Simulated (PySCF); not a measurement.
## From computed data to an observable: entropy of an ideal gas

CuF, SMILES [Cu][F], multiplicity 1.

Geometry optimised at PBE0-D3(BJ)/def2-TZVPD. The multiplicity is an assumed one; other spin states were not compared.

PBE0-D3(BJ)/def2-TZVPD (PySCF 2.14.0) gives the harmonic wavenumbers 593 cm⁻¹ and the rotational temperature 0.5327 K. The molar mass is 82.54 g/mol, the symmetry number 1, the spin multiplicity 1.

Task: Work out the entropy at 298.15 K and 1 atm in the rigid-rotor, harmonic-oscillator model.

Result: 
Translation (Sackur–Tetrode at 1 atm): S = R[1.5 ln M + 2.5 ln T − 1.16487] = 163.8 J/(mol K).
Rotation: q = T/(σ θ) = 560, S = R[ln q + 1] = 60.9 J/(mol K).
Vibration: with u = 1.4388 ν/T, each mode gives R[u/(e^u − 1) − ln(1 − e^−u)]:
```
ν (cm⁻¹)  modes     u  S (J/(mol K))
--------  -----  ----  -------------
593           1  2.86           1.93
```
These are all the modes. Sum 1.9 J/(mol K).
Spin: R ln 1 = 0.0 J/(mol K).
Total 226.6 J/(mol K); the program's own thermochemistry gives 226.6. Translation makes up 72 % and vibration 1 %. Anharmonicity, hindered rotation and orbital degeneracy are left out.
